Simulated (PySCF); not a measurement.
**Structure from NMR data**

An unknown has the formula C₃H₁₅N₃OSi₃. Its calculated NMR data are:

1H NMR (600 MHz, computed): δ 5.36 (m, 2H), 5.20 (m, 2H), 5.19 (s, 1H), 3.99 (sept, 1H), 1.19 (d, 6H), 0.47 (br s, 2H), 0.42 (br s, 1H).

13C{1H} NMR (computed): δ 67.5 (CH), 27.3 (CH3, 2C).

Level of theory: NMR shieldings at PBE0/pcSseg-1/GIAO, PBE0-D3(BJ)/def2-SVP geometry, in PySCF (in vacuum, one computed conformer, non-relativistic, averaged over atoms made equivalent by symmetry, fast rotation or ring inversion).

Scale: 1H (31.27 ppm) and 13C (184.41 ppm) vs TMS (reference shieldings calculated alike).

**Question.** Propose a structure and justify it.

**Answer.** 
- Rings plus π bonds: 1 (1 ring in the answer).
- 2 carbon signals for 3 carbons: some carbons are equivalent by symmetry or fast rotation.
- Carbon types of the structure: 1 × CH, 2 × CH3, leaving 8 H on heteroatoms.
- δC 67.5: sp3 CH bonded to O; the inductive effect lowers its shielding.
- δC 27.3: methyl carbon; aliphatic region, no heteroatom directly attached.
- δH 5.36, 5.20: hydrogen on a silicon bonded to 2 N, in a 6-membered ring.
- δH 5.19: hydrogen on a silicon bonded to 2 N, O, in a 6-membered ring.
- δH 3.99: hydrogen on an sp3 CH bonded to O; its carbon carries O, an electronegative neighbour.
- δH 1.19: hydrogen on a methyl carbon.
- δH 0.47, 0.42: hydrogen on a nitrogen bonded to 2 Si, in a 6-membered ring; exchangeable; this is the value without hydrogen bonding to other molecules.

Structure: SMILES CC(C)O[SiH]1N[SiH2]N[SiH2]N1.

This is the structure that produced the data.

OH/NH shifts are gas-phase values; hydrogen bonding in solution moves them, usually downfield. Shifts are as computed. Against solution values, carbons near 30 ppm lie about +2 ppm off and those near 130 ppm about +5 ppm. Of 1211 compounds with measured shifts, 218 miss one by over three times the rms of a fit or turn the order of signals round; such compounds aren't used in these exercises. Multiplicities follow the n + 1 count of equivalent neighbours, as no J values were calculated; m marks all less simple cases, F and P coupling included.
